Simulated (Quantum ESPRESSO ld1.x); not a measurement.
Question: Species: In4+. Configuration: [Kr] 4d9. All-electron calculation, scalar-relativistic Kohn-Sham, LDA (Slater exchange, Perdew-Zunger correlation), spin-polarised, spherical densities, point nucleus; open shells are filled with parallel spins first. Program: ld1.x of Quantum ESPRESSO 7.5. Some entries of the table are withheld. Estimate them.

orbital,occ.,eigenvalue (eV),<1/r> (bohr^-1)
1s up,1,-27770.9,51.81
1s down,1,-27770.9,51.81
2s up,1,-4201.30,11.81
2s down,1,-4201.06,11.81
2p up,3,-3778.31,11.37
2p down,3,-3778.12,11.38
3s up,1,-836.677,4.175
3s down,1,-836.511,4.175
3p up,3,-698.159,3.979
3p down,3,-697.980,3.979
3d up,5,-482.489,3.753
3d down,5,-482.252,3.753
4s up,1,-168.150,1.646
4s down,1,-167.344,1.646
4p up,3,-126.424,(1)
4p down,3,-125.616,(2)
4d up,5,(3),1.196
4d down,4,(4),1.194
5s up,0,(5),0.6343
5s down,0,(6),0.6312
5p up,0,-35.8436,0.5530
5p down,0,-35.5956,0.5498

Answer: 
(1) 4p up <1/r> (bohr^-1): 1.495
(2) 4p down <1/r> (bohr^-1): 1.495
(3) 4d up eigenvalue (eV): -65.6877
(4) 4d down eigenvalue (eV): -64.9274
(5) 5s up eigenvalue (eV): -45.7426
(6) 5s down eigenvalue (eV): -45.4100
